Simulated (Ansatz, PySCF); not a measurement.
C₃H₆OSi₂, SMILES C(=O)[Si@H]1C=C[SiH2]1.

The structure is a stationary point at PBE0-D3(BJ)/def2-SVP. The structure was generated by enumeration; whether it is a known compound was not checked. One conformer was computed; it need not be the lowest.

Vertical ionisation energy (IE) and electron affinity (EA) in eV. Rows of orbital energies are one-electron estimates. Where ΔSCF, EOM or ADC give a negative EA the extra electron is unbound and the value depends on the basis.

| level | IE | EA |
|---|---|---|
| −ε(HOMO), −ε(LUMO), CAM-B3LYP/def2-TZVP (PySCF) | ? | ? |
| −ε(HOMO), −ε(LUMO), PBE/def2-TZVP (PySCF) | 5.48 | 2.83 |
| ΔSCF, ωB97X-V/def2-SVPD (Ansatz), final states of multiplicity 2 and 2 | 9.11 | -0.18 |
| ΔSCF, PBE/def2-SVPD (Ansatz), final states of multiplicity 2 and 2 | 8.58 | 0.30 |

Problem. Complete the blanks. (Estimate from the structure and the level; the computed values follow.)

Solution. 
- −ε(HOMO), −ε(LUMO), CAM-B3LYP/def2-TZVP (PySCF), IE: 8.23
- −ε(HOMO), −ε(LUMO), CAM-B3LYP/def2-TZVP (PySCF), EA: 0.59

Problem. What vertical singlet–triplet gap does ΔSCF give with ωB97X-V/def2-SVPD (Ansatz, a first-principles code) and with PBE/def2-SVPD (Ansatz)? (Estimate from the structure and the level; the computed values follow.)

Solution. 2.60 and 2.36 eV (triplet above singlet where positive).
